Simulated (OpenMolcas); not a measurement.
# Mg⁺: RASPT2 settings compared

```json
{"Program": "OpenMolcas", "Basis": "ANO-L-VQZP [6s5p3d2f]", "Scalar Hamiltonian": "non-relativistic, point nucleus", "Active space": "1 electron in 9 orbitals (RAS2 3s 3p; RAS3 3d, at most 1 electron)", "State averaging": "2S+1 = 2 even, 1 root; 2S+1 = 2 odd, 3 roots", "Spin-orbit coupling": "state interaction with AMFI integrals over the reference wave functions, term energies averaged over their components"}
```

Methods on the same reference wave functions:
A. RASSCF
B. XMS-RASPT2, IPEA 0.15 Eh, sigma1 regulariser 0.4 Eh (closed shells correlated: 2s 2p)
C. XMS-RASPT2, IPEA 0.75 Eh, sigma1 regulariser 0.4 Eh (closed shells correlated: 2s 2p)

Energies in cm⁻¹ above 3s ²S_1/2, the measured ground level; measured values from NIST Handbook of Basic Atomic Spectroscopic Data.

```csv
Level,A,B,C,Measured
3s ²S_1/2,0.0,0.0,0.0,0.0
3p ²P°_1/2,34460,34874,34837,35669
3p ²P°_3/2,34526,34941,34903,35761
```

Deviations, from unrounded energies. A percentage is the sum of absolute deviations over the sum of measured energies, with the sign that they share, or ± where signs differ.

```csv
Against measurement,Levels,A,B,C
mean absolute deviation (cm-1),2,1200,810,850
other configurations (%),2,-3.4,-2.3,-2.4
```

B, C lie about equally close to measurement and A furthest from it. The largest miss of B in the table is 3p ²P°_3/2, by -820 cm-1. The ranking rests on the paired levels alone, and a cruder setting can come out closer through cancelling errors.

Between B and C the level of the table that moves most is 3p ²P°_1/2, by 37 cm-1 (lowest in C, highest in B).

The lowest spin-free term lies below A's lowest term by 0.026 hartree in B, 0.025 hartree in C.

With one active electron outside closed inactive shells, the extra shells (3d) add no correlation to the reference. ANO sets are built for ground and valence states and can reach diffuse excited orbitals poorly. With one active electron the reference holds no correlation, so core polarisation is missing (holds for A). With one active electron, CASPT2 adds the correlation within the correlated inactive shells and between them and that electron, and leaves the splitting within a term as the reference gives it (holds for B; C). Measured partners are found by configuration, term and J. A level has none where our copy of the source lacks it or the pairing is in doubt (some pairs that miss far off the trend of their configuration count as doubtful), and it then counts in no deviation. Levels of configurations outside the active space are missing.

° marks odd parity.
